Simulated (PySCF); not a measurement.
C5H4N, SMILES [c]1ccncc1, multiplicity 2.

The structure is a stationary point at ωB97X-D3(BJ)/def2-SVP. The isomer is the one that the SMILES or the coordinates give; other isomers of the formula were not compared.

Method: PySCF with PBE/def2-TZVP.

```yaml
total_energy: -247.37776 hartree
point_group: C2v
"α spin, highest occupied and lowest empty level": -5.47 and -1.85 eV
"β spin, highest occupied and lowest empty level": -6.32 and -3.63 eV
dipole_moment: 0.91 D
quadrupole, principal values (traceless, Buckingham form, about the centre of nuclear charge): -6.48, -3.90, 10.38 D·Å
mean_static_polarisability: 61.8 bohr³ (9.16 Å³)
polarisability_principal_values: 35.4, 72.6, 77.4 bohr³
"⟨S²⟩": 0.755 (pure state 0.75)
```
